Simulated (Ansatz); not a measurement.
`C=C([SiH3])[SiH2]C` + HCl → `C=C(Cl)[SiH2]C` + SiH₄  (substitution at a C–Si bond)

Isolated molecules relaxed with PBE0-D4/def2-TZVP in Ansatz; ΔE leaves out vibrations. CCSD(T)/CBS is the MP2 limit (def2-TZVPP, def2-QZVPP) plus CCSD(T) − MP2 in def2-TZVPP, frozen cores. This one scheme is used for every species. Functionals use def2-TZVPP. B3LYP here is the variant with VWN-RPA as its local correlation; programs differ in this. HSE06 is defined as in plane-wave codes. One conformer a species, not always the lowest.

`C=C([SiH3])[SiH2]C`:

Cartesian coordinates in Å:
```
C -0.667 -1.263 1.551
C -0.206 -0.242 0.821
Si 1.292 0.695 1.416
Si -1.068 0.215 -0.773
C 0.087 0.075 -2.237
H -0.200 -1.573 2.485
H -1.540 -1.842 1.252
H 0.971 2.137 1.599
H 1.759 0.124 2.708
H 2.396 0.612 0.419
H -2.239 -0.694 -0.938
H -1.566 1.617 -0.678
H 0.470 -0.944 -2.333
H -0.430 0.335 -3.164
H 0.940 0.748 -2.128
```

HCl:

Cartesian coordinates in Å:
```
Cl -0.550 0.071 0.318
H 0.550 -0.071 -0.318
```

`C=C(Cl)[SiH2]C`:

```xyz
12

C    -0.867    1.735    1.160
C    -0.891    0.786    0.234
Cl   -2.413    0.075   -0.240
Si    0.603    0.087   -0.656
C     0.731   -1.753   -0.384
H    -1.765    2.102    1.646
H     0.082    2.172    1.450
H     0.464    0.389   -2.105
H     1.791    0.805   -0.116
H     0.854   -1.982    0.677
H    -0.173   -2.253   -0.739
H     1.585   -2.164   -0.926
```

SiH₄:

Z-matrix (Å, degrees):
```
Si
H 1 1.485
H 1 1.485 2 109.5
H 1 1.485 2 109.5 3 -120.0
H 1 1.485 2 109.5 3 120.0
```

| level | ΔE (kcal/mol) | difference from CCSD(T)/CBS |
| --- | --- | --- |
| PBE-D4 | 10.6 | -2.1 |
| B97M-V | 11.7 | -1.0 |
| ωB97X-V | 11.3 | -1.4 |
| PBE | 9.8 | -2.9 |
| BLYP | 8.7 | -4.0 |
| PBE0 | 11.1 | -1.6 |
| B3LYP | 10.0 | -2.7 |
| r2SCANh | 11.1 | -1.6 |
| HSE06 | 11.1 | -1.6 |
| LC-ωPBE | 11.9 | -0.8 |
| RPA@PBE/def2-TZVPP | 11.9 | -0.8 |
| HF/def2-SVP | 12.0 | -0.7 |
| MP2/def2-TZVPP | 12.9 | 0.2 |
| MP2/def2-QZVPP | 12.9 | 0.2 |
| SCS-MP2/def2-QZVPP | 12.2 | -0.5 |
| HF/CBS(def2) | 11.7 | -1.0 |
| CCSD(T)/CBS | 12.7 | 0 |

Largest T1 diagnostic among the species: 0.011.

From PBE to PBE0 (25 % exact exchange), in def2-TZVPP and without D4, ΔE moves by +1.3 kcal/mol. At CCSD(T), def2-SVP lies −1.4 kcal/mol from the extrapolated value and def2-TZVPP +0.0 kcal/mol.

CCSD(T)/CBS has its own doubt, a few kJ/mol and more with outer-core shells, so smaller differences from it don't rank the levels.
